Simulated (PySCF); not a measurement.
Cd(OH)(SH) (CdH2OS), SMILES [OH][Cd][SH]. Geometry optimised at r2SCAN-D4/def2-TZVP. The def2 effective core potentials stand for the cores of Cd; spin–orbit coupling is left out. Other conformers were not sampled.

Computed equilibrium geometry at r2SCAN-D4/def2-TZVP (PySCF confirms it by a frequency run) as a Z-matrix (one conformer of several):
```
Cd
O 1 1.9697
H 2 0.9639 1 111.85
S 1 2.3159 3 162.76 2 177.38
H 4 1.3454 1 93.10 3 92.04
```
